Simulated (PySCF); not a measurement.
Coordinates in bohr (charge 0 multiplicity 2):
```
Bi   -0.0194    0.0000   -0.3061
O     3.0052    0.0000    2.1715
O    -2.7490    0.0000    1.9869
```

Level of theory: UPBE0 in PySCF with Bi def2-TZVP with ECP60, O def2-TZVP; scalar-relativistic core potentials, no spin–orbit coupling; density-fitted integrals.

This geometry of BiO₂ is a stationary point at this level.

What is the point group?

Cs.

Is it a minimum?

Yes: all harmonic wavenumbers are real.

Give the atomic charges and bond orders.


| atom | Mulliken | Löwdin | polar tensor | spin (Mulliken) | Mayer order to Bi1 |
| --- | --- | --- | --- | --- | --- |
| Bi1 | 1.03 | 0.79 | 1.07 | -0.06 | – |
| O2 | -0.39 | -0.29 | -0.45 | 1.01 | 0.96 |
| O3 | -0.64 | -0.50 | -0.62 | 0.05 | 1.87 |

Give the ideal-gas entropy at 298.15 K and 1 bar by parts.

translation 177.3, rotation 102.0, vibration 14.2, spin 5.8; total 299.2 J/(mol K).

Only a few start shapes were tried, so a lower isomer may exist. With an element this heavy the missing spin–orbit coupling can shift these numbers.
